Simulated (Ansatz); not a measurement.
System: C$_{4}$H$_{2}$ClO (charge 0, doublet). It need not be the lowest isomer of its formula. 
Structure (B3LYP-D3(BJ)/def2-TZVP (Ansatz, a first-principles code) minimum search):
```xyz
8

Cl     1.8499    -0.7664     0.0000
C      0.2520    -0.1430    -0.0011
C     -0.9659    -0.8682    -0.0359
C     -1.9954    -0.0042    -0.0235
O     -1.4798     1.2682     0.0185
C     -0.1212     1.1644     0.0315
H     -3.0653    -0.0923    -0.0385
H      0.4378     2.0820     0.0640
```
Charge 0, spin multiplicity 2.

Parts of the frozen-core correlation energy in cc-pV(T+d)Z (Ansatz, hartree). Frozen orbitals: 10; correlated occupied orbitals by spin: 16 and 15; virtual: 191 and 192. UHF or UKS for open shells. No spin-orbit coupling. Non-relativistic.

| term | value |
|---|---|
| reference (HF) | -686.98140 |
| MP2 opposite-spin | -0.72380 |
| MP2 same-spin | -0.26037 |
| CCSD correlation | -1.02918 |
| (T) | -0.05360 |
| T1 diagnostic | 0.038 |
| largest doubles amplitude | 0.079 |
| <S^2> of the reference | 1.103 |
